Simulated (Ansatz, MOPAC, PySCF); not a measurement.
Noncovalent pair: GeH4 (SMILES [GeH4]) (first 5 atoms) with CH2F2 (SMILES FCF); geometry from B3LYP-D3(BJ)/def2-TZVP.
(charge 0, multiplicity 1):
```xyz
10

Ge    -0.70011     0.53473     0.34687
H     -0.86038     0.61856    -1.18010
H     -0.37539    -0.91920     0.72698
H     -2.01310     0.95637     1.01988
H      0.44309     1.45177     0.79628
F     -0.30553     0.07792     3.69134
C      0.58733    -0.95012     3.77140
F      1.78838    -0.51374     3.30310
H      0.23792    -1.76450     3.13560
H      0.69970    -1.23139     4.81952
```

Monomers are frozen at their geometry in the pair; levels with a basis set take the counterpoise correction. Rows marked so take none.

Rows in 6-31G*, STO-3G carry no dispersion term and start afresh at each structure (6-31G* with six Cartesian d functions); the Pople sets are all-electron and without relativity. The state that PM6, PM7 reach isn't checked; PM7 holds dispersion and hydrogen-bond terms.

The values were computed with Ansatz (an electronic-structure program) with Gaussian orbitals; MOPAC for PM6, PM7 (differences of heats of formation); PySCF for 6-31G* rows, STO-3G rows, the dispersion terms. 

```tsv
level	interaction energy (kcal/mol)
PM6	-0.30
PM7	-0.31
HF/STO-3G (no counterpoise)	0.19
HF/6-31G*	0.53
revPBE/def2-TZVPPD	0.86
r2SCAN-D3(BJ)/def2-TZVPPD	-1.28
r2SCAN-D4/def2-TZVPPD	-1.24
B3LYP/def2-TZVPPD	0.32
PBE0-D4/def2-TZVPPD	(withheld)
```

**Question.** Complete the blanks.

**Answer.** 
- PBE0-D4/def2-TZVPPD, interaction energy (kcal/mol): -1.19
